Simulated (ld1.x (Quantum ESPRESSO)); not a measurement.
**Cutoff test, Be, TM**

- Element: Be (Z = 4)
- Generator: ld1.x (Quantum ESPRESSO) 7.5
- Type: norm-conserving Troullier–Martins (Kleinman–Bylander form)
- Functional: PBEsol
- Relativity: fully relativistic
- Frozen core: [He]
- Valence charge: 2
- Reference configuration: 2s1.75 2p0.25
- Partial waves: 2s (bound): rc 1.95 bohr; 2p (bound): rc 3.65 bohr; 3d channel at 0.4 Ry: rc 3.80 bohr
- Local potential: all-electron potential smoothed inside 3.00 bohr (lloc = -1)
- Core correction: a·sin(br)/r model core inside 1.55 bohr

Open shells are filled in proportion to 2j + 1 (rel_dist='average').

The pseudo-atom Hamiltonian at the reference potential is diagonalised in spherical Bessel functions j_l(qr) that vanish at 20 bohr, with q² up to the cutoff. All-electron valence levels (Ry): 2s -0.4189, 2p1/2 -0.1555, 2p3/2 -0.1554.

Q: How do the lowest levels (Ry) of each channel move with the cutoff, and are there ghosts?

A:

```json
{"cutoff (Ry)": "8", "s #1": "-0.4126", "p1/2 #1": "-0.1546", "p3/2 #1": "-0.1546", "d3/2 #1": "0.0591", "d5/2 #1": "0.0591", "f #1": "0.1078", "f #2": "0.2366", "Σ f·Δε (mRy)": "11.3"}
{"cutoff (Ry)": "10", "s #1": "-0.4162", "p1/2 #1": "-0.1554", "p3/2 #1": "-0.1553", "d3/2 #1": "0.0591", "d5/2 #1": "0.0591", "f #1": "0.1078", "f #2": "0.2366", "Σ f·Δε (mRy)": "4.9"}
{"cutoff (Ry)": "12", "s #1": "-0.4178", "p1/2 #1": "-0.1554", "p3/2 #1": "-0.1553", "d3/2 #1": "0.0591", "d5/2 #1": "0.0591", "f #1": "0.1078", "f #2": "0.2366", "Σ f·Δε (mRy)": "2.1"}
{"cutoff (Ry)": "15", "s #1": "-0.4183", "p1/2 #1": "-0.1554", "p3/2 #1": "-0.1554", "d3/2 #1": "0.0591", "d5/2 #1": "0.0591", "f #1": "0.1078", "f #2": "0.2366", "Σ f·Δε (mRy)": "1.2"}
{"cutoff (Ry)": "18", "s #1": "-0.4183", "p1/2 #1": "-0.1555", "p3/2 #1": "-0.1554", "d3/2 #1": "0.0591", "d5/2 #1": "0.0591", "f #1": "0.1078", "f #2": "0.2366", "Σ f·Δε (mRy)": "1.1"}
{"cutoff (Ry)": "21", "s #1": "-0.4184", "p1/2 #1": "-0.1555", "p3/2 #1": "-0.1554", "d3/2 #1": "0.0591", "d5/2 #1": "0.0591", "f #1": "0.1078", "f #2": "0.2366", "Σ f·Δε (mRy)": "1.0"}
{"cutoff (Ry)": "25", "s #1": "-0.4185", "p1/2 #1": "-0.1555", "p3/2 #1": "-0.1554", "d3/2 #1": "0.0591", "d5/2 #1": "0.0591", "f #1": "0.1078", "f #2": "0.2366", "Σ f·Δε (mRy)": "0.8"}
{"cutoff (Ry)": "30", "s #1": "-0.4187", "p1/2 #1": "-0.1555", "p3/2 #1": "-0.1554", "d3/2 #1": "0.0591", "d5/2 #1": "0.0591", "f #1": "0.1078", "f #2": "0.2366", "Σ f·Δε (mRy)": "0.3"}
{"cutoff (Ry)": "400", "s #1": "-0.4189", "p1/2 #1": "-0.1555", "p3/2 #1": "-0.1554", "d3/2 #1": "0.0591", "d5/2 #1": "0.0591", "f #1": "0.1078", "f #2": "0.2366", "Σ f·Δε (mRy)": "0.0"}
```

Result: no extra level below or beside the all-electron valence levels (s, p1/2, p3/2, d3/2, d5/2, f tested); 10 mRy is reached at 10 Ry and 1 mRy at 21 Ry.
